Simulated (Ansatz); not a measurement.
Coupled-cluster diagnostics for [Au(OH)4]- (AuO₄H₄⁻), Ansatz.

Geometry of the singlet (PBE0-D4/def2-SVPD):

```xyz
9

Au    0.000    0.000    0.000
O     0.503    0.157   -1.919
H    -0.324   -0.014   -2.381
O     1.878    0.399    0.525
H     2.324    0.518   -0.320
O    -0.504   -0.156    1.919
H     0.325    0.011    2.380
O    -1.878   -0.398   -0.525
H    -2.324   -0.518    0.320
```

In the def2 sets Au takes a core potential; there is no spin–orbit coupling. Correlated methods freeze 4 core orbitals; core or outer-core shells of Au are correlated, in sets that lack core-valence functions.

Estimate the CCSD(T) correlation energy, the shares of MP2 and (T), T1 and the reference's ⟨S²⟩ for: charge -1, singlet, own geometry in def2-SVPD; and the rough time on 4 threads of AMD EPYC 9R45 on a shared host.


```csv
state,basis,correlation (eV),MP2 share (%),(T) share (%),T1,⟨S²⟩ (pure),wall time
"charge -1, singlet, own geometry",def2-SVPD,-34.955,98.4,3.5,0.021,0.00 (0.00),25 s
```
Customary marks for T1 are 0.02 (closed shells), 0.045 (open shells) and about 0.05 (3d metals). T1 exceeds 0.02 in 1 of 1 rows and 0.045 in 0; the higher it lies, the less the single-reference result can be trusted.
